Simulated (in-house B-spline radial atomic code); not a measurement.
**Ionising Sb VII (Sb6+) with different functionals**

Computed with a B-spline radial code for spherical atoms: scalar-relativistic (spin-free X2C) Hamiltonian, Fermi nucleus of rms radius 4.6802 fm, spin-polarised at highest spin, spherical fractional occupations for the functionals, and exact exchange of hybrids averaged over the configuration. The ionisation energy is the difference of two self-consistent energies, [Kr] 4d9 → [Kr] 4d8, without Breit or QED terms; ε is the level of the shell that loses the electron (its least bound occupied spin orbital). There is no spin-orbit coupling in this Hamiltonian.

| method | rung | ΔSCF (eV) | -ε(4d) (eV) |
| --- | --- | --- | --- |
| PBE0 | global hybrid | 119.98 | 112.62 |
| B3LYP | global hybrid | ? | ? |
| TPSSh | global hybrid | 119.92 | 110.78 |
| BHandHLYP | global hybrid | 119.79 | 115.41 |
| r2SCAN0 | global hybrid | 120.22 | 112.95 |
| B97-1 | global hybrid | 119.94 | 112.06 |
| HSE06 | range-separated hybrid | 119.95 | 112.17 |
| wB97X | range-separated hybrid | 119.76 | 114.91 |
| CAM-B3LYP | range-separated hybrid | ? | ? |
| LC-wPBE | range-separated hybrid | 119.94 | 115.10 |

Question: What does CAM-B3LYP give?

Answer: ΔSCF 119.92 eV, and -ε(4d) = 114.00 eV.

Question: What does B3LYP give?

Answer: ΔSCF 119.98 eV, and -ε(4d) = 112.02 eV.

Question: Among the functionals, which spreads more, the ΔSCF values or the orbital energies?

Answer: The orbital energies: ΔSCF values span about 0.46 eV and the orbital energies 4.63 eV; here energy differences depend much less on the functional than eigenvalues do.

Question: How do they compare with the NIST value?

Answer: NIST lists 117 eV ± 2 (tabulated theory, ground level to ground level). Errors run from +2.76 to +3.22 eV; all lie within about twice that uncertainty, so the table can't rank the methods.
